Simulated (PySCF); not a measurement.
Atom-mapped SMILES (the numbers label the heavy atoms): `[F:1][C:2]1([SiH3:3])[CH2:4][CH2:5][CH2:6]1`; H(Xn) means a hydrogen on atom n.

All values are calculated (PySCF 2.14.0 with density-fitted response routines): GIAO PBE0/pcSseg-1 shieldings, GFN2-xTB geometry. One conformer, relativity neglected, equivalent nuclei averaged, isolated molecule.

Task: List the cross peaks expected in HSQC, COSY and HMBC spectra.

Result: 

HSQC (one-bond C–H):
```tsv
δH	δC
2.61 (Hb(C4)/Ha(C6))	35.4 (C4/C6)
2.27 (Ha(C4)/Hb(C6))	35.4 (C4/C6)
1.91 (Hb(C5))	12.1 (C5)
1.59 (Ha(C5))	12.1 (C5)
```

COSY cross peaks (H two or three bonds apart, from the bond graph; peaks can be absent where the dihedral angle is near 90°):
```tsv
δH	δH
2.61 (Hb(C4)/Ha(C6))	2.27 (Ha(C4)/Hb(C6))
2.61 (Hb(C4)/Ha(C6))	1.91 (Hb(C5))
2.61 (Hb(C4)/Ha(C6))	1.59 (Ha(C5))
2.27 (Ha(C4)/Hb(C6))	1.91 (Hb(C5))
2.27 (Ha(C4)/Hb(C6))	1.59 (Ha(C5))
1.91 (Hb(C5))	1.59 (Ha(C5))
```

HMBC (two and three bonds, from the bond graph):
```tsv
δH	δC
3.89 (H(Si3))	91.8 (C2), 35.4 (C4/C6)
2.61 (Hb(C4)/Ha(C6))	91.8 (C2), 35.4 (C4/C6), 12.1 (C5)
2.27 (Ha(C4)/Hb(C6))	91.8 (C2), 35.4 (C4/C6), 12.1 (C5)
1.91 (Hb(C5))	91.8 (C2), 35.4 (C4/C6)
1.59 (Ha(C5))	91.8 (C2), 35.4 (C4/C6)
```

References, each an isolated molecule treated in the same way: TMS for ¹H and ¹³C.

Shifts are as computed. Against solution values, carbons near 30 ppm lie about +3 ppm off and those near 130 ppm about +5 ppm. Of 1211 compounds with measured shifts, 218 miss one by over three times the rms of a fit or turn the order of signals round; such compounds aren't used in these exercises.
